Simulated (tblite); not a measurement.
Input of a run (GFN2-xTB geometry optimisation, gas phase (tblite 0.8.0)), started from a force field or distance geometry:
```
{"job": {"kind": "relax", "xc": "GFN2-xTB", "basis": "xTB"}, "charge": 0, "multiplicity": 1}
C     -2.034800    -1.136200    -0.337700
C     -1.250100     0.138400    -0.094400
C     -1.964500     1.371600    -0.525700
Si     0.452600    -0.009800    -0.872500
C      1.648000    -0.262900     0.567800
C      3.082700    -0.159200     0.130400
F      1.354500     0.645000     1.557900
H     -1.645100    -1.641500    -1.224400
H     -3.102500    -0.881800    -0.453900
H     -1.966900    -1.838400     0.532800
H     -1.138700     0.209100     1.018900
H     -1.863600     1.570800    -1.618900
H     -1.617200     2.300100    -0.011000
H     -3.032200     1.249100    -0.274100
H      0.796000     1.175300    -1.649300
H      0.455800    -1.181100    -1.764400
H      1.501600    -1.284400     0.971800
H      3.089800     0.289200    -0.887600
H      3.634100    -1.117000     0.176600
H      3.595300     0.574400     0.812700
```

Output (eV, eV/Å):
```
step      E/eV     max force
  0    -646.66075    1.837
  1    -646.82692    0.609
  2    -646.86686    0.467
  3    -646.90426    0.435
  4    -646.92902    0.397
  5    -646.94553    0.327
  6    -646.95475    0.227
  7    -646.96439    0.225
  8    -646.97449    0.291
  9    -646.98535    0.245
 10    -646.99573    0.235
 11    -647.00544    0.260
 12    -647.01467    0.293
 13    -647.02342    0.230
 14    -647.03072    0.159
 15    -647.03685    0.160
 16    -647.04281    0.204
 17    -647.04863    0.207
 18    -647.05433    0.168
 19    -647.06034    0.163
 20    -647.06730    0.244
 21    -647.07541    0.291
 22    -647.08343    0.206
 23    -647.08984    0.172
 24    -647.09556    0.176
 25    -647.10241    0.246
 26    -647.11022    0.248
 27    -647.11770    0.157
 28    -647.12404    0.166
 29    -647.13008    0.206
 30    -647.13696    0.273
 31    -647.14387    0.212
 32    -647.14762    0.200
 33    -647.15050    0.219
 34    -647.15449    0.126
 35    -647.15758    0.091
 36    -647.16295    0.163
 37    -647.16696    0.169
 38    -647.17007    0.113
 39    -647.17259    0.100
 40    -647.17592    0.163
 41    -647.17916    0.216
 42    -647.18313    0.204
 43    -647.18722    0.145
 44    -647.19140    0.159
 45    -647.19529    0.149
 46    -647.19853    0.122
 47    -647.20126    0.122
 48    -647.20369    0.117
 49    -647.20603    0.109
 50    -647.20792    0.147
 51    -647.21038    0.105
 52    -647.21232    0.098
 53    -647.21431    0.101
 54    -647.21596    0.128
 55    -647.21820    0.122
 56    -647.22030    0.104
 57    -647.22263    0.120
 58    -647.22531    0.161
 59    -647.22764    0.197
 60    -647.23113    0.138
 61    -647.23407    0.098
 62    -647.23714    0.097
 63    -647.23873    0.106
 64    -647.24022    0.062
 65    -647.24081    0.080
 66    -647.24129    0.046
 67    -647.24181    0.059
 68    -647.24220    0.042
 69    -647.24243    0.034
 70    -647.24262    0.030
 71    -647.24279    0.030
 72    -647.24297    0.037
 73    -647.24314    0.027
 74    -647.24330    0.027
 75    -647.24345    0.023
 76    -647.24356    0.026
 77    -647.24366    0.023
 78    -647.24377    0.024
 79    -647.24391    0.028
 80    -647.24406    0.025
 81    -647.24420    0.022
 82    -647.24432    0.021
 83    -647.24444    0.023
 84    -647.24455    0.022
 85    -647.24463    0.019
 86    -647.24469    0.017
 87    -647.24477    0.020
 88    -647.24485    0.021
 89    -647.24494    0.023
 90    -647.24502    0.020
 91    -647.24510    0.021
 92    -647.24519    0.021
 93    -647.24528    0.022
 94    -647.24536    0.020
 95    -647.24542    0.020
 96    -647.24550    0.026
 97    -647.24562    0.031
 98    -647.24578    0.032
 99    -647.24595    0.029
100    -647.24611    0.031
101    -647.24624    0.033
102    -647.24637    0.025
103    -647.24647    0.021
104    -647.24657    0.020
105    -647.24667    0.027
106    -647.24681    0.031
107    -647.24702    0.033
108    -647.24724    0.040
109    -647.24744    0.035
110    -647.24764    0.034
111    -647.24786    0.035
112    -647.24818    0.045
113    -647.24850    0.040
114    -647.24881    0.044
115    -647.24907    0.037
116    -647.24938    0.043
117    -647.24976    0.041
118    -647.25019    0.043
119    -647.25060    0.046
120    -647.25107    0.055
121    -647.25169    0.074
122    -647.25262    0.090
123    -647.25363    0.080
124    -647.25480    0.070
125    -647.25579    0.091
126    -647.25678    0.064
127    -647.25755    0.073
128    -647.25871    0.086
129    -647.26019    0.097
130    -647.26268    0.144
131    -647.26547    0.151
132    -647.26949    0.139
133    -647.26829    0.270
134    -647.27405    0.092
135    -647.27552    0.084
136    -647.27865    0.137
137    -647.28072    0.113
138    -647.28190    0.097
139    -647.28234    0.067
140    -647.28302    0.049
141    -647.28363    0.055
142    -647.28422    0.055
143    -647.28472    0.041
144    -647.28499    0.038
145    -647.28516    0.049
146    -647.28533    0.041
147    -647.28548    0.034
148    -647.28562    0.021
149    -647.28575    0.018
150    -647.28585    0.018
151    -647.28590    0.017
152    -647.28595    0.019
153    -647.28600    0.017
154    -647.28605    0.018
155    -647.28610    0.018
156    -647.28615    0.013
157    -647.28619    0.010
158    -647.28621    0.009
```

Q: Summarise the run.

A: The energy falls by 60.3 kJ/mol over 158 L-BFGS steps, the largest force on an atom goes from 1.84 to 0.009 eV/Å, and the atoms move by 0.757 Å rms after alignment. Among the bonds, C2–C3 and C6–H20 change most and about equally (-0.037 to +0.037 Å). Bonds longer at the end by more than 0.005 Å: 7 of 19; shorter: 10. Among the angles that change most is C5–C6–H19, from 113.8° to 109.3°. Among the dihedrals that turn most is H17–C5–C6–H19, from 7° to 63°. The energy rose by more than 1e-5 eV at step 133. The first step brought 27 % of the lowering.

Q: What are the final bond lengths?

A: C1–C2 1.529 Å, C2–C3 1.526 Å, C2–Si4 1.908 Å, Si4–C5 1.924 Å, C5–C6 1.517 Å, C5–F7 1.396 Å, C1–H8 1.088 Å, C1–H9 1.089 Å, C1–H10 1.088 Å, C2–H11 1.096 Å, C3–H12 1.088 Å, C3–H13 1.087 Å, C3–H14 1.089 Å, Si4–H15 1.466 Å, Si4–H16 1.469 Å, C5–H17 1.096 Å, C6–H18 1.087 Å, C6–H19 1.086 Å, C6–H20 1.089 Å. Numbering counts from 1 in the input's order; the species is `F[C@H](C)[SiH2]C(C)C`.

The run took 2.0 s on one thread, Arm Neoverse N1 (aarch64), no GPU (shared host).

Its GFN2-xTB frequencies are all real (lowest 22 cm⁻¹). The numbers are those of one conformer. 3 starts were optimised and ended at 0.00, 0.41 and 1.03 kcal/mol (GFN2-xTB); the lowest of these is shown.

All values are computed, not measured.
